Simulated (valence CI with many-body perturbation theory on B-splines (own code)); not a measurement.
# E1 transitions of Cd XLIII

Computed by relativistic CI+MBPT: four valence electrons over a frozen Dirac-Fock core [He], a basis of 11 s, 11 p, 10 d, 8 f, 5 g, 2 h functions for each j, with the one-electron correlation potential Σ1 (screened to all orders), the two-electron term Σ2, the three-electron term Σ3, Breit, model QED; selected single and double excitations, second order for the rest, scaled by the run's own slope (own B-spline code, finite nucleus).

The last digits are not significant, and no measured levels were compared; by estimate large intervals hold to a few tenths of a per cent, small ones and those within an open d or f shell to about a per cent. Among the levels kept, up to 760 cm⁻¹ of a level comes from second order outside the variational space, and about a tenth of that is noise between levels of different J, which matters for small intervals.

Lines 101 to 150 of 545 in falling wavelength, among levels below 4762.0 eV, chosen from the strongest by gf and those to the six lowest levels. Wavelengths and rates use the calculated energies. Electric multipoles are in the length gauge with retardation, E1 and E2 with the static RPA response of the core. Weak lines are less certain than strong ones. Lines between different terms over intervals too small for the method are left out, as are lines whose strength nearly cancels. Where a level lies close to another of its J and parity, the split of strength between their lines is uncertain. The highest levels of a list are the least certain.

Levels are named by their leading jj configuration (3d3/2^4 stands for four electrons in 3d with j = 3/2), which in mixed levels can hold well under half, so a name can repeat and another be missing. Letters in brackets count levels of one name in rising energy.

```csv
λ vac (Å),Upper,Lower,A (s⁻¹),log gf,Branch %
110.8,(2s^2 2p1/2 3d3/2) J=2,(2s^2 2p1/2 3p1/2) J=1,2.38e+10,-0.66,0.1
110.8,(2s 2p1/2 2p3/2 3p3/2) J=3 [a],(2s 2p1/2 2p3/2 3s) J=2 [a],3.39e+10,-0.36,0.3
110.7,(2p1/2 2p3/2^2 3p3/2) J=1 [c],(2p1/2 2p3/2^2 3s) J=0,2.62e+10,-0.84,0.0
110.6,(2s 2p3/2^2 3p3/2) J=2 [b],(2s 2p3/2^2 3s) J=1 [a],1.63e+10,-0.83,0.0
110.3,(2p1/2^2 2p3/2 3p3/2) J=2,(2p1/2^2 2p3/2 3s) J=1,2.69e+10,-0.61,0.0
110.2,(2s 2p1/2 2p3/2 3d3/2) J=1 [a],(2s 2p1/2 2p3/2 3p1/2) J=1 [a],2.04e+10,-0.95,0.0
109.2,(2s^2 2p1/2 3p3/2) J=1,(2s^2 2p1/2 3s) J=0,1.91e+10,-0.99,0.3
108.7,(2s 2p1/2^2 3p3/2) J=2,(2s 2p1/2^2 3s) J=1,4.29e+10,-0.42,1.0
108.4,(2s 2p3/2^2 3d3/2) J=4,(2s 2p3/2^2 3p1/2) J=3,1.54e+10,-0.61,0.0
108.4,(2s 2p3/2^2 3d3/2) J=1 [c],(2s 2p3/2^2 3p1/2) J=1 [a],1.51e+10,-1.10,0.0
107.7,(2s 2p3/2^2 3p3/2) J=2 [c],(2s 2p3/2^2 3s) J=1 [b],1.24e+10,-0.97,0.4
107.6,(2p1/2 2p3/2^2 3p3/2) J=1 [b],(2p1/2 2p3/2^2 3s) J=2 [b],1.68e+10,-1.06,0.0
107.5,(2s 2p1/2 2p3/2 3d3/2) J=2 [c],(2s 2p1/2 2p3/2 3p1/2) J=1 [b],1.46e+10,-0.90,0.0
107.0,(2p1/2 2p3/2^2 3p1/2) J=2 [a],(2s 2p3/2^2 3p1/2) J=1 [a],1.11e+10,-1.02,0.0
106.9,(2s^2 2p3/2 3d3/2) J=1,(2s^2 2p3/2 3p1/2) J=1,1.97e+10,-0.99,0.0
106.8,(2p1/2 2p3/2^2 3p3/2) J=1 [a],(2p1/2 2p3/2^2 3s) J=1 [a],1.55e+10,-1.10,0.0
106.6,(2s 2p1/2 2p3/2 3p3/2) J=2 [d],(2s 2p1/2 2p3/2 3s) J=2 [c],1.14e+10,-1.01,0.0
106.6,(2s 2p1/2 2p3/2 3p3/2) J=2 [d],(2s 2p1/2 2p3/2 3s) J=1 [c],2.02e+10,-0.76,0.1
105.9,(2s^2 2p1/2 3p3/2) J=2,(2s^2 2p1/2 3s) J=1,4.17e+10,-0.46,6.3
104.6,(2s 2p3/2^2 3p3/2) J=2 [a],(2s 2p3/2^2 3s) J=2 [a],2.72e+10,-0.65,0.0
103.2,(2p1/2^2 2p3/2 3p3/2) J=2,(2p1/2^2 2p3/2 3s) J=2,2.31e+10,-0.73,0.0
102.7,(2s 2p1/2 2p3/2 3p1/2) J=3,(2s^2 2p3/2 3p1/2) J=2,1.36e+10,-0.82,0.3
102.2,(2s 2p1/2 2p3/2 3p3/2) J=2 [d],(2s 2p1/2 2p3/2 3s) J=1 [b],1.40e+10,-0.96,0.0
100.8,(2s 2p1/2 2p3/2 3p3/2) J=3 [b],(2s 2p1/2 2p3/2 3s) J=3,1.70e+10,-0.74,0.0
98.77,(2p1/2 2p3/2^2 3p3/2) J=2 [b],(2p1/2 2p3/2^2 3s) J=2 [b],4.23e+10,-0.51,0.1
97.89,(2s 2p1/2 2p3/2 3p3/2) J=1 [d],(2s 2p1/2 2p3/2 3s) J=1 [b],2.64e+10,-0.94,0.7
97.84,(2p1/2 2p3/2^2 3p1/2) J=3,(2s 2p3/2^2 3p1/2) J=2 [b],2.09e+10,-0.68,0.1
97.78,(2s 2p1/2 2p3/2 3p3/2) J=2 [a],(2s 2p1/2 2p3/2 3s) J=2 [a],1.83e+10,-0.88,0.0
97.03,(2p1/2^2 2p3/2 3p3/2) J=0,(2p1/2^2 2p3/2 3s) J=1,7.29e+10,-0.99,0.1
94.88,(2s 2p1/2 2p3/2 3s) J=3,(2s^2 2p3/2 3s) J=2,1.85e+10,-0.76,0.2
89.82,(2s 2p3/2^2 3p3/2) J=1 [c],(2s 2p3/2^2 3s) J=1 [b],4.86e+10,-0.75,0.1
89.34,(2p1/2 2p3/2^2 3s) J=3,(2s 2p3/2^2 3s) J=2 [b],2.31e+10,-0.71,0.2
88.68,(2s 2p1/2 2p3/2 3s) J=2 [b],(2s^2 2p3/2 3s) J=1,1.60e+10,-1.03,0.0
87.57,(2s 2p1/2^2 2p3/2) J=2,(2s^2 2p1/2 2p3/2) J=2,3.31e+09,-1.72,35.0
83.47,(2s 2p1/2 2p3/2 3p3/2) J=3 [b],(2s^2 2p3/2 3p3/2) J=3,1.31e+10,-1.02,0.0
81.88,(2s 2p1/2 2p3/2^2) J=3,(2s^2 2p3/2^2) J=2,6.82e+09,-1.32,9.1
79.61,(2s 2p1/2^2 2p3/2) J=2,(2s^2 2p1/2 2p3/2) J=1,6.13e+09,-1.54,65.0
67.86,(2p1/2 2p3/2^2 3p3/2) J=3 [a],(2s 2p3/2^2 3p3/2) J=4,1.85e+10,-1.05,0.0
67.77,(2p1/2 2p3/2^2 3d5/2) J=4,(2s 2p3/2^2 3d5/2) J=5,1.71e+10,-0.98,1.8
65.18,(2p1/2 2p3/2^2 3p1/2) J=3,(2s 2p3/2^2 3p1/2) J=3,1.98e+10,-1.05,0.1
63.66,(2s 2p1/2 2p3/2^2) J=1 [a],(2s^2 2p3/2^2) J=2,5.64e+09,-1.99,1.0
63.35,(2s 2p1/2^2 2p3/2) J=1,(2s^2 2p1/2 2p3/2) J=2,1.54e+10,-1.56,4.3
63.13,(2p1/2^2 2p3/2 3d5/2) J=3,(2s 2p1/2 2p3/2 3d5/2) J=4 [b],2.83e+10,-0.93,0.0
62.81,(2p1/2^2 2p3/2 3s) J=1,(2s 2p1/2 2p3/2 3s) J=2 [b],5.49e+10,-1.01,0.1
62.50,(2p1/2 2p3/2^2 3s) J=2 [b],(2s 2p3/2^2 3s) J=2 [a],3.02e+10,-1.05,0.1
62.04,(2p1/2^2 2p3/2 3d3/2) J=3,(2s 2p1/2 2p3/2 3d3/2) J=4,3.34e+10,-0.87,1.0
61.78,(2p1/2^2 2p3/2 3p3/2) J=3,(2s 2p1/2 2p3/2 3p3/2) J=4,3.71e+10,-0.83,0.1
61.77,(2p1/2^2 2p3/2 3p3/2) J=2,(2s 2p1/2 2p3/2 3p3/2) J=3 [b],3.10e+10,-1.05,0.0
61.59,(2p1/2^2 2p3/2 3p1/2) J=2,(2s 2p1/2 2p3/2 3p1/2) J=3,3.80e+10,-0.97,0.1
61.52,(2p1/2^2 2p3/2 3d5/2) J=4,(2s 2p1/2 2p3/2 3d5/2) J=5,3.86e+10,-0.71,5.1
```
